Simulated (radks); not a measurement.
Question: The mean radii <r> (bohr) of the occupied orbitals of an atom or ion are listed with their occupations. All-electron calculation, scalar-relativistic Kohn-Sham, BLYP, spin-polarised, spherical densities, finite nucleus; Fermi nuclear charge, rms radius of each element as measured or else 0.836 A^(1/3) + 0.57 fm. Program: a radial shooting solver on a logarithmic mesh with Libxc functionals.

| orbital | occ. | <r> |
|---|---|---|
| 1s up | 1 | 0.04550 |
| 1s down | 1 | 0.04550 |
| 2s up | 1 | 0.2026 |
| 2s down | 1 | 0.2022 |
| 2p up | 3 | 0.1771 |
| 2p down | 3 | 0.1766 |
| 3s up | 1 | 0.5579 |
| 3s down | 1 | 0.5607 |
| 3p up | 3 | 0.5593 |
| 3p down | 3 | 0.5629 |
| 3d up | 4 | 0.5359 |

Name the element and its charge. Open shells, if any, are filled with parallel spins first.

Answer: Z = 33, arsenic, charge +11: As11+ in [Ar] 3d4. The 1s radius gives Z: for a bare nucleus <r> = (2 gamma + 1)/(2Z) with gamma = sqrt(1 - (Z/c)^2), 0.04456 bohr for Z = 33, and screening makes it slightly larger (0.04550 here). The occupations add up to 22, and the charge is Z minus that.
